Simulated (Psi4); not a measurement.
Pair of molecules, SMILES [GeH4] with SMILES CN (the first has 5 atoms); geometry from B3LYP-D3(BJ)/def2-TZVP, rigid monomers moved along the line of their centres of mass till Ge1···N7 is 5.69 Å.
(charge 0, multiplicity 1):
```xyz
12

Ge     0.10565     0.26755     0.49319
H      0.53968     1.70023     0.82416
H     -1.31362    -0.01193     1.00408
H      1.09898    -0.75566     1.05850
H      0.09337     0.11522    -1.04620
C     -0.46974    -1.29608     6.58353
N     -0.07927     0.05338     6.17869
H      0.25401    -2.01073     6.18896
H     -1.43650    -1.53661     6.13878
H     -0.54532    -1.45067     7.66743
H      0.82581     0.30032     6.56005
H     -0.74305     0.74054     6.51457
```

Computed with SAPT0/aug-cc-pVDZ run with Psi4.

Task: Which attractive term is largest, and how does the interaction split up?

Result: electrostatics -0.13, exchange 0.00, induction -0.02, dispersion -0.11, total -0.26 kcal/mol; the largest attraction is electrostatics.
